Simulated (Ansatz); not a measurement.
The same path of H₃IOSeSi (7 atoms, charge 0, multiplicity 1) was run twice with different band settings. Lost on the way: Si2–H6. Made: O1–H6.

All numbers below come from RKS BHLYP/def2-SVP in Ansatz 0.2.0.

Relaxed end points:

```xyz
7
Properties=species:S:1:pos:R:3
O -0.495 1.503 -0.710
Si -0.235 0.238 0.299
Se 1.893 -0.499 -0.045
I -1.843 -1.588 -0.091
H -0.421 1.376 -1.654
H -0.477 0.734 1.658
H 1.640 -1.832 0.497
```

```xyz
7
Properties=species:S:1:pos:R:3
O -0.518 1.311 -0.246
Si 0.062 0.148 1.423
Se 1.983 -0.566 0.243
I -1.670 -1.631 0.712
H 0.180 1.237 -0.907
H -1.337 1.004 -0.650
H 1.362 -1.571 -0.619
```

Common settings: climbing image yes; spring 5.0 eV/Å²; optimiser quadratic models (default); start path through a guess of the saddle point; force threshold 0.03 eV/Å; iteration limit 60; end points relaxed.

| run | movable images |
| --- | --- |
| 1 | 9 |
| 2 | 3 |

What does each run give, and how far can it be trusted?

Run 1: converged after 27 iterations, highest image 3.464 eV above the first end. Neighbouring images differ by up to 2.6 eV, so the band resolves the path poorly. A vibrational analysis at the climbing image gives one clearly imaginary mode, 1754i cm⁻¹: a first-order saddle point.
Run 2: converged after 46 iterations, highest image 3.464 eV above the first end. Neighbouring images differ by up to 3.4 eV, so the band resolves the path poorly. Another band between the same ends (9 images) ends at a top of the same energy, where a vibrational analysis finds 1 clearly imaginary mode. So few images can step over the top or miss a turn of the path.
The orbitals stay closed-shell, which can raise the energy where a bond breaks towards radicals; this wasn't checked here.
